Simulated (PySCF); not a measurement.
Ligands exchanged one at a time, Al NH2-I. Gas-phase values, no solvent. Strings in code marks are SMILES.

The dipole moment from two functionals at the same geometries (B3LYP-D3(BJ)/def2-TZVP), both in PySCF: PBE-D3(BJ)/def2-TZVP and ωB97X-D3(BJ)/def2-TZVP. 

```
species                                             PBE-D3(BJ)/def2-TZVP (D)
--------------------------------------------------  ------------------------
0 of 3 NH2 replaced by I (`[NH2][Al]([NH2])[NH2]`)                      0.00
1 of 3 NH2 replaced by I (`[NH2][Al]([NH2])[I]`)                        2.48
2 of 3 NH2 replaced by I (`[Al]([I])([I])[NH2]`)                        1.99
3 of 3 NH2 replaced by I (`[I][Al]([I])[I]`)                            0.00
```

What does ωB97X-D3(BJ)/def2-TZVP give for each?


- 0 of 3 NH2 replaced by I (`[NH2][Al]([NH2])[NH2]`): 0.00
- 1 of 3 NH2 replaced by I (`[NH2][Al]([NH2])[I]`): 2.58
- 2 of 3 NH2 replaced by I (`[Al]([I])([I])[NH2]`): 2.06
- 3 of 3 NH2 replaced by I (`[I][Al]([I])[I]`): 0.00
Over these rows, drawn at random from the members with no instability flagged (it was tested for open shells, ions and some series alone), PBE minus ωB97X-D3(BJ): mean -0.04 D, from -0.10 D to 0.00 D.
